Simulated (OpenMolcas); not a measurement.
# Ir3+: effect of the metal basis

Ir3+ with its 6 nearest chloride ions at 2.503 Å, on the Y site of Cs2NaYCl6 (a = 10.7396 Å, distance in the model lattice 2.619 Å). The rest of the host is ab initio model potentials to 7.6 Å and point charges beyond; the distance is set by hand and nothing relaxes.

```
Program             : OpenMolcas
Method              : SS-CASPT2, IPEA 0.25 Eh, imaginary shift 0.1 Eh (closed shells correlated: 5s 5p and the ligand valence shells)
Spin-orbit coupling : RASSI with atomic mean-field integrals over the reference wave functions
```

Fixed: ligand basis ANO-RCC-VDZP, active space 6 electrons in 5 orbitals (5d), DKH2 Hamiltonian.

States (labels of O, the rotations of Oh). Energies in cm-1 above the lowest state or level, χT in cm3 K/mol.

```tsv
Run	Metal basis	Ground state	First state of that spin	First gap with spin-orbit (degeneracies)	χT at 300 K	First state of another spin	Cost
A	ANO-RCC-VDZP	1A1	1T1 17850	12580 (1, 2)	0.035	2S+1 = 3: 14800	roughly 9 core-minutes
B	ANO-RCC-VTZP	1A1	1T1 17850	12570 (1, 2)	0.036	2S+1 = 3: 14720	roughly 16 core-minutes
```

Against A, the first state of the same spin changes by 0 % in B.

Costs are those of the CASPT2 steps.

Roots that are degenerate in the reference are averaged as groups; the widest CASPT2 spread within a group is 600 cm-1 (the 3-fold group of multiplicity 3 near 14700 cm-1 above the lowest state of its run, B). Shifts and gaps below about the spread of the groups concerned are not significant. Over all roots computed the reference weight is 0.64 to 0.67 in A, 0.63 to 0.66 in B; a low but even weight reflects the number of correlated electrons. Ligand-to-metal charge-transfer states are missing. With no ligand orbital active B as a rule stays too high, so bands that hang on it stand too high and its fall with covalency is understated. With one d shell and no ligand orbital active, 10Dq can be off by a tenth or more. The least metal-like active orbital is 70 % on the metal (Löwdin) and no ligand orbital is active, so the numbers are rough (holds for A). The least metal-like active orbital is 72 % on the metal (Löwdin) and no ligand orbital is active, so the numbers are rough (holds for B). No measured value stands beside these numbers; the geometry was set by hand and not optimised.

A state without a sure symmetry label is named by its multiplicity alone.
